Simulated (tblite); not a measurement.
A tight-binding relaxation on `B/[C]1=C/C=C\C=C/[C](=C)[GeH2]1`.

Computed with GFN2-xTB geometry optimisation, gas phase (tblite 0.8.0). Start geometry: from a force field or distance geometry. The command runs a driver script over a list of jobs; the input below is this job's line of settings and its coordinates in Å.

Command:
```bash
OMP_NUM_THREADS=1 python probes_run.py task.json out
```

Input:
```
{"job": {"kind": "relax", "xc": "GFN2-xTB", "basis": "xTB"}, "charge": 0, "multiplicity": 1}
B     -2.527800    -1.644000     0.288300
C     -1.534000    -0.576000    -0.279300
C     -1.850000     0.713800    -0.295100
C     -0.957400     1.762900    -0.833600
C      0.200800     2.089800    -0.238400
C      0.629600     1.581000     1.066100
C      1.299700     0.437200     1.252500
C      1.581500    -0.556800     0.206900
C      2.788700    -1.115600     0.113800
Ge     0.162800    -1.214300    -0.932200
H     -2.248400    -2.787800     0.306000
H     -3.595900    -1.312000     0.705800
H     -2.859600     1.031600     0.005800
H     -1.274900     2.306600    -1.701300
H      0.767300     2.915500    -0.672400
H      0.545000     2.260800     1.920500
H      1.715100     0.252400     2.243500
H      2.987100    -1.884300    -0.624000
H      3.586900    -0.799200     0.775200
H      0.392100    -0.687900    -2.372200
H      0.182500    -2.756700    -0.936400
```

Task: Estimate the output.

Result: 
```
step      E/eV     max force
  0    -700.61018    1.750
  1    -700.68433    0.961
  2    -700.72266    0.535
  3    -700.74360    0.390
  4    -700.75631    0.345
  5    -700.76813    0.205
  6    -700.77449    0.178
  7    -700.78043    0.235
  8    -700.78648    0.211
  9    -700.79026    0.165
... (74 lines left out)
 84    -700.85435    0.024
 85    -700.85444    0.025
 86    -700.85452    0.020
 87    -700.85460    0.018
 88    -700.85469    0.018
 89    -700.85476    0.015
 90    -700.85480    0.015
 91    -700.85483    0.013
 92    -700.85486    0.010
 93    -700.85488    0.009
```

«max force» is the largest atomic force in eV/Å.

Task: From which step on does the largest force stay under 0.1 eV/Å, and how much energy is left to gain from there?

Result: From step 65 (0.074 eV/Å), 9.2 meV above the end.

In short: energy lowered by 5.6 kcal/mol over 93 steps; largest atomic force 0.009 eV/Å at the end.

Task: Where do the atoms end?

Result: 0.486 Å rms from the input after alignment:
```
atom  x, y, z in Å
B1    -2.3922   -1.7947    0.2301
C2    -1.5306   -0.6443   -0.3124
C3    -1.9329    0.6373   -0.2181
C4    -1.1696    1.7761   -0.6964
C5     0.0445    2.1744   -0.3080
C6     0.8663    1.7359    0.8180
C7     1.5309    0.6022    1.0594
C8     1.5974   -0.6024    0.2569
C9     2.5127   -1.5316    0.5424
Ge10   0.2413   -0.9589   -1.1167
H11   -1.9497   -2.8763    0.2984
H12   -3.4904   -1.5876    0.5816
H13   -2.9194    0.8720    0.1745
H14   -1.6929    2.3797   -1.4322
H15    0.4343    3.0829   -0.7614
H16    1.0235    2.5497    1.5230
H17    2.1478    0.5777    1.9529
H18    2.5912   -2.4386   -0.0354
H19    3.2280   -1.4090    1.3436
H20    0.4474   -0.1285   -2.3630
H21    0.4033   -2.3990   -1.5375
```

Task: Estimate the wall time. Hardware: Arm Neoverse N1, one thread, shared host.

Result: About 1.5 s.
Labels such as C1 count atoms from 1, the log's own numbers from 0.
